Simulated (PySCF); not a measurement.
## A small calculation by hand: oscillator strength and radiative lifetime

Si(H)2(Me)(NCO) (C₂H₅NOSi), SMILES C[SiH2]N=C=O.

Coordinates come from a ωB97X-D3(BJ)/def2-SVP optimisation. Other conformers were not sampled.

TDA-PBE/def2-SVPD (PySCF) puts the first singlet state with f over 0.02 at 6.77 eV (vertical), with the transition dipole (0.208, -0.505, 0.000) in atomic units.

Find the oscillator strength, the wavelength and the radiative lifetime that this transition would have in vacuum if emission retraced absorption.


|μ|² = 0.2983 au, so |μ| = 1.39 D. ΔE = 6.77/27.211 = 0.2488 hartree. f = (2/3) ΔE |μ|² = 0.049 (the program prints 0.049).
λ = 1239.84/6.77 = 183 nm; ν = 54604 cm⁻¹.
Einstein's coefficient A = 0.6670 ν² f s⁻¹ (ν in cm⁻¹) = 9.8e7 s⁻¹, so τ = 1/A = 10 ns. This state is S2; the lower singlet has f = 0.004. The figure is the radiative limit of this one transition; relaxation, internal conversion, crossing to triplets and a medium change what is measured.
